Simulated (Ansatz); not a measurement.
Basis-set series for C5H7ClO2Zn, SMILES `CC1=CC(C)=[O+][Zn-]([Cl])[O]1`. The species carries charge 0 and has multiplicity 1. The structure was optimised at the PBE0-D4/def2-TZVP level.

Z-matrix (Å, degrees):
```
C
C 1 1.496
H 1 1.093 2 109.0
H 1 1.088 2 112.6 3 121.8
H 1 1.093 2 109.0 3 -116.4
C 2 1.398 1 119.4 3 -121.9
O 2 1.272 1 115.0 3 58.1
C 6 1.398 2 125.9 1 -180.0
H 6 1.081 2 117.1 1 0.0
Zn 7 1.922 2 123.2 1 180.0
C 8 1.496 6 119.4 2 -180.0
O 8 1.272 6 125.6 2 0.0
Cl 10 2.119 7 131.7 2 -179.9
H 11 1.088 8 112.6 6 -0.2
H 11 1.093 8 109.0 6 121.7
H 11 1.093 8 109.0 6 -122.0
```

| functional | basis | functions | energy (Eh) | HOMO (eV) | LUMO (eV) |
| --- | --- | --- | --- | --- | --- |
| ωB97M-V | def2-SVP | 182 | -2584.00324 | -9.33 | 0.48 |
| ωB97M-V | def2-TZVPP | 421 | -2584.81281 | -9.50 | 0.25 |

Problem. Give the rows for def2-QZVPP. (Estimate.)

Solution. Ansatz gave: 
```json
{"functional": "ωB97M-V", "basis": "def2-QZVPP", "functions": "779", "energy (Eh)": "-2584.88746", "HOMO (eV)": "-9.52", "LUMO (eV)": "0.20"}
```

Positive LUMOs are unbound and depend on the basis. Scalar relativity is left out up to krypton.
